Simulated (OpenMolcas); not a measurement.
Ag2+ (d9) in a complex was computed by SS-CASPT2, IPEA 0.25 Eh, imaginary shift 0.1 Eh with the d shell active (OpenMolcas, ANO-RCC-VDZP on the metal). Its lowest spin-free states, and all those of the highest spin:

```json
{"2S+1": "2", "Degeneracy": "2", "E (cm-1)": "0"}
{"2S+1": "2", "Degeneracy": "2", "E (cm-1)": "5920"}
{"2S+1": "2", "Degeneracy": "1", "E (cm-1)": "6900"}
```

Question: Is the site octahedral, tetrahedral or cube-like, axial, or of lower symmetry?

Answer: The states with 2S+1 = 2 have orbital degeneracies 2, 2, 1. There are pairs but no triples, so the site is axial: not cubic, but with a proper or improper axis of order three or more. The run had Ag2+ with 6 ligands (fluoride) in trigonal prismatic coordination (D3h) at 2.25 Å, a polar angle of 50.6° against the regular 49.1°. A charge of +0.667 e stands 2.6 Å behind each ligand. Ligand basis ANO-RCC-VDZP.

Roots that are degenerate in the reference are averaged as groups; the widest CASPT2 spread within a group is 110 cm-1 (the 2-fold group of multiplicity 2 near 5920 cm-1 above the lowest state of its run). Shifts and gaps below about the spread of the groups concerned are not significant. Over all roots computed the reference weight is 0.71; a low but even weight reflects the number of correlated electrons. An orbital doublet at a regular site is open to a Jahn-Teller distortion, which this geometry leaves out. Ligand-to-metal charge-transfer states are missing. Free-ion shares, where given, are those of the reference states; single-state CASPT2 does not remix them. No measured value stands beside these numbers; the geometry is a model, was not optimised and need not be the one that this ion takes.
